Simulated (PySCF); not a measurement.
# How methods differ on the excitation energy of B

B [He] 2s2 2p1 (2P) → B [He] 2s1 2p1 3d1 (high-spin determinant), as a difference of total energies. Computed with PySCF 2.14 in dyall-acv3z (15s9p4d2f, 76 functions), with the non-relativistic Hamiltonian (point nucleus). Correlated levels: valence: 1s2 frozen; virtual orbitals above 40 to 60 times the deepest correlated orbital energy dropped. The calculations carry no spin-orbit coupling.

```tsv
method	excitation energy (cm⁻¹)
UHF	86851
MP2 (valence)	95501
SCS-MP2 (valence)	97830
CCSD (valence)	98960
CCSD(T) (valence)	99230
```

The upper state lies above the first ionisation limit, but in LS coupling its spin forbids autoionisation to the ground ion. A Rydberg-like electron needs more diffuse functions than a valence basis has.

The promoted electron is Rydberg-like, and one or two diffuse shells describe it only roughly, which tends to raise the upper state.

The determinant of the upper state mixes LS terms, which raises its energy above the lowest term, most at the Hartree-Fock and MP2 levels.
